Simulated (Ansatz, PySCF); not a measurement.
H2BN, charge +1, doublet, at a GFN2-xTB geometry (a state made from the parent by changing its charge; the spin is typed, not shown lowest). Base run: CCSD(T)/STO-3G (PySCF).

Input for PySCF:
```python
from pyscf import gto, scf, cc

mol = gto.Mole()
mol.atom = '''
    B     0.69541291   -0.01491515    0.14279803
    N    -0.54762335   -0.00554107   -0.02815933
    H     1.84396603    0.06106689   -0.11197348
    H    -1.48766710    0.05229634   -0.40490136
'''
mol.basis = 'sto-3g'
mol.charge = 1
mol.spin = 1
mol.verbose = 4
mol.build()

mf = scf.UHF(mol)
mf.kernel()

mycc = cc.CCSD(mf)
mycc.kernel()
et = mycc.ccsd_t()
print('E(CCSD(T)) = %.10f' % (mycc.e_tot + et))
```

The same geometry, method and basis name were run in Ansatz (an electronic-structure program) and PySCF, at each program's defaults and at the settings that a row names. The base is PySCF at its defaults. Differences at the defaults can come from grids, fitting, cores and function types together.

```json
[
 {"code and settings": "PySCF, defaults (exact integrals, spherical functions, all electrons correlated)", "ΔE vs base (µEh)": "0.0", "basis functions": "12", "E (Eh)": "-79.05119", "SCF cycles": "11"},
 {"code and settings": "Ansatz, defaults (factorised integrals, spherical functions, frozen core)", "ΔE vs base (µEh)": "668", "basis functions": "12", "E (Eh)": "-79.05052", "SCF cycles": "-"},
 {"code and settings": "PySCF, frozen core", "ΔE vs base (µEh)": "663", "basis functions": "12", "E (Eh)": "-79.05053", "SCF cycles": "11"},
 {"code and settings": "Ansatz, high accuracy, frozen core", "ΔE vs base (µEh)": "663", "basis functions": "12", "E (Eh)": "-79.05053", "SCF cycles": "-"}
]
```

Open shells are given as the SCF converged; they aren't shown to be the lowest states, and a large step between rows can be another state.
